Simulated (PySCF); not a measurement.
Si(Br)2 cation (Br₂Si), SMILES Br[Si]Br (connectivity only; charge and spin as stated), charge +1, multiplicity 2. Atoms are numbered in the order given.

```xyz
3

Si     0.0000     0.0000     0.8554
Br     0.0000     1.8844    -0.1711
Br     0.0000    -1.8844    -0.1711
```
Charge +1, spin multiplicity 2.

Geometry optimised at B3LYP-D3(BJ)/def2-TZVP. The multiplicity is an assumed one; other spin states were not compared. The isomer is the one that the SMILES or the coordinates give; other isomers of the formula were not compared.

All values below come from PySCF with M06-2X/def2-TZVPD.

Mulliken values depend strongly on the basis, most of all with diffuse functions as here. ESP charges are fitted to the potential on shells at 1.4 to 2.0 van der Waals radii. Atomic charges (e):

```csv
atom,ESP fit,Mulliken,meta-Löwdin,Mulliken spin
Si1,0.57,0.82,0.84,0.69
Br2,0.22,0.09,0.08,0.15
Br3,0.22,0.09,0.08,0.15
```
